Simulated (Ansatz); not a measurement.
Molecule: C7H15 (charge 0, doublet). It need not be the lowest isomer of its formula. SMILES: CC(C)[CH]C(C)C
Geometry from a B3LYP-D3(BJ)/def2-TZVP (Ansatz, a program for electronic structure) optimisation:
```xyz
22

C      2.3914    -1.0535    -0.1545
C      1.1972    -0.2848     0.4136
C      1.6402     1.0975     0.9358
C      0.0985    -0.1666    -0.5915
C     -1.2564     0.3803    -0.2762
C     -1.8472    -0.1938     1.0196
C     -2.2197     0.1749    -1.4483
H      2.8172    -0.5241    -1.0110
H      2.0945    -2.0489    -0.4894
H      3.1790    -1.1665     0.5931
H      0.8212    -0.8427     1.2808
H      2.0435     1.7032     0.1209
H      2.4165     0.9907     1.6972
H      0.8061     1.6434     1.3790
H      0.3601    -0.2838    -1.6386
H     -1.1611     1.4694    -0.1227
H     -2.8293     0.2406     1.2162
H     -1.2136     0.0135     1.8826
H     -1.9648    -1.2773     0.9409
H     -3.1883     0.6364    -1.2468
H     -1.8214     0.6125    -2.3659
H     -2.3835    -0.8904    -1.6281
```
Charge 0, spin multiplicity 2.

Computed values are from Ansatz. Cores are frozen in the correlated levels unless marked. Open shells are spin-unrestricted. No spin-orbit coupling. No relativistic terms. CBS marks a two-point X^-3 extrapolation of the correlation energy; Hartree-Fock from the larger set. [CCSD(T)-MP2]/basis is that difference in the basis named.

```json
{
  "atomisation energy De": "2079.2 kcal/mol at RI-MP2/CBS(cc-pVTZ,cc-pVQZ)+[CCSD(T)-MP2]/cc-pVTZ",
  "total_energy": "-275.3521 Eh at RI-MP2/CBS(cc-pVTZ,cc-pVQZ)+[CCSD(T)-MP2]/cc-pVTZ",
  "dipole_moment": "0.29 D at CCSD(T)/aug-cc-pVDZ",
  "T1 diagnostic": "0.010 at CCSD/cc-pVTZ"
}
```
